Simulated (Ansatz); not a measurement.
A made-up structure of CH2ClZn (charge +1), closed shell:

Cl1  (-1.835, 0.698, -0.810)
C2  (-0.763, -0.282, -0.111)
Zn3  (1.185, 0.227, 0.256)
H4  (-1.211, -1.251, 0.139)
H5  (-0.306, -0.405, 0.837)
(Å)

It is relaxed with PBE-D4/def2-SVP and then PBE0-D4/def2-TZVP (Ansatz 0.2.0). Atoms count as bonded within 1.22 times the sum of their covalent radii (H–H: 0.88 Å). The end point is not checked to be a true minimum.

Does its bonding change? (A judgement: the text doesn't fix the answer.)

Computed: Yes. Formed: none; broken: Zn3–H5.

Where it ends: The first stage lowers the energy by 2.61 eV in 7 steps. It ends as CH₂ClZn ([Cl][CH2][Zn]), total charge +1:
Cl1  (-1.748, 0.745, -0.757)
C2  (-0.760, -0.304, 0.149)
Zn3  (1.259, 0.039, -0.143)
H4  (-0.839, -1.344, -0.162)
H5  (-0.842, -0.149, 1.224)
(Å)

Labels in which every atom is bracketed show which atoms are joined, not bond orders.

For scale, one of the runs: PBE0-D4/def2-TZVP relaxation, 128 basis functions, launched by `ansatz run in.yaml --threads 2 --pin off --events-out ev --progress --plain --max-ram 4352MiB`. Hardware: 2 CPU threads of an Intel Xeon Platinum 8259CL, shared host. Wall time about 36 s.
